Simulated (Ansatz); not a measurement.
A made-up structure of CH3NZn, closed shell:

```
atom    x (Å)    y (Å)    z (Å)
  C1  -0.8267  -0.2726  -1.0297
  N2   0.0208  -0.6875   0.0085
 Zn3   1.1438   0.2820   1.4223
  H4  -1.3902  -1.1055  -1.7474
  H5  -1.0881   0.8993  -1.3244
  H6   2.1403   0.8844   2.6707
```

It is relaxed with PBE-D4/def2-SVP and then PBE0-D4/def2-TZVP (Ansatz 0.2.0). Atoms count as bonded within 1.22 times the sum of their covalent radii (H–H: 0.88 Å). The end point is not checked to be a true minimum.

Q: Does its bonding change? (A judgement: the text doesn't fix the answer.)

A: Computed: No: no bond forms or breaks.

Where it ends: The first stage lowers the energy by 1.30 eV in 6 steps. It ends as CH₃NZn ([CH2][N][ZnH]):
```tsv
atom	x (Å)	y (Å)	z (Å)
C1	-0.7381	-0.2434	-0.9194
N2	0.0183	-0.6143	0.0077
Zn3	1.0211	0.2515	1.2699
H4	-1.2412	-0.9867	-1.5605
H5	-0.9712	0.8031	-1.1820
H6	1.9111	0.7897	2.3843
```

Labels in which every atom is bracketed show which atoms are joined, not bond orders.

For scale, one of the runs: PBE0-D4/def2-TZVP relaxation, 128 basis functions, launched by `ansatz run in.yaml --threads 2 --pin off --events-out ev --progress --plain --max-ram 4352MiB`. Hardware: 2 CPU threads of an Intel Xeon, shared host. Wall time about 16 s.
